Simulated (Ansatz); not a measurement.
Relaxation of ClGeH3O (6 atoms, charge 0, multiplicity 1), to a largest force component of 0.02 eV/Å in at most 40 steps.

Computed with RHF/def2-SVP in Ansatz 0.2.0.

```xyz
6
Properties=species:S:1:pos:R:3
Ge 0.000 0.000 0.000
O 0.000 0.000 1.770
H -0.909 -0.281 2.107
H 1.462 0.000 -0.516
H -0.730 1.265 -0.516
Cl -1.046 -1.812 -0.739
```

Question: Where does it end, and by what steps?

Answer: The forces met the threshold. After 6 steps the energy has fallen by 0.201 eV; H3 moved furthest, 0.12 Å.

```json
{"step": "0", "energy less start (eV)": "0.0000", "largest force component (eV/Å)": "3.011", "accepted": "yes"}
{"step": "1", "energy less start (eV)": "-0.1244", "largest force component (eV/Å)": "1.022", "accepted": "yes"}
{"step": "2", "energy less start (eV)": "-0.1731", "largest force component (eV/Å)": "0.927", "accepted": "yes"}
{"step": "3", "energy less start (eV)": "-0.1916", "largest force component (eV/Å)": "0.319", "accepted": "yes"}
{"step": "4", "energy less start (eV)": "-0.2003", "largest force component (eV/Å)": "0.154", "accepted": "yes"}
{"step": "5", "energy less start (eV)": "-0.2006", "largest force component (eV/Å)": "0.051", "accepted": "yes"}
{"step": "6", "energy less start (eV)": "-0.2007", "largest force component (eV/Å)": "0.004", "accepted": "yes"}
```

```xyz
6
Properties=species:S:1:pos:R:3
Ge -0.005 0.007 -0.020
O -0.017 -0.068 1.728
H -0.846 -0.193 2.164
H 1.450 -0.033 -0.448
H -0.791 1.210 -0.526
Cl -1.014 -1.750 -0.792
```

Whether the end is a true minimum wasn't checked by a vibrational analysis.

The run took 10 s on 1 thread of Arm Neoverse V2, on a shared host, peak memory 0.15 GiB.
